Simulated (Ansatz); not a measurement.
The Si1–Cl3 bond of ClHSi (SMILES [SiH]Cl) is stretched (multiplicity 1, the rest rigid).
Geometry at rest (charge 0, multiplicity 1):
```xyz
3

Si     0.78708    -0.22621     0.74860
H      1.83075    -0.49356    -0.33253
Cl    -0.75587     0.21533    -0.59693
```

Frozen-core correlation.

The values were computed with Ansatz (a quantum-chemistry and plane-wave program). 

FIC-MRCISD+Q on CASSCF(6,4)/cc-pV(D+d)Z, total energies (hartree):

```csv
R (Å),CASSCF,MRCISD,weight c² of the reference
2.094,-749.027079,-749.248206,0.89753
3.665,-748.913656,-749.125989,0.89814
6.702,-748.894074,-749.103893,0.89829
```

**Question.** Add the Davidson correction (E_MRCISD − E_CASSCF)(1 − c²)/c² and give the energies above the first point at the three levels.

**Answer.** 
Corrections (hartree): -0.025247, -0.024080, -0.023757. Above the first point (kcal/mol):
- R = 3.665 Å: CASSCF 71.2, MRCISD 76.7, with the correction 77.4
- R = 6.702 Å: CASSCF 83.5, MRCISD 90.6, with the correction 91.5

Doubts at one or more of the structures used: active orbitals that take no part (FIC-MRCISD+Q on CASSCF(6,4)/cc-pV(D+d)Z).
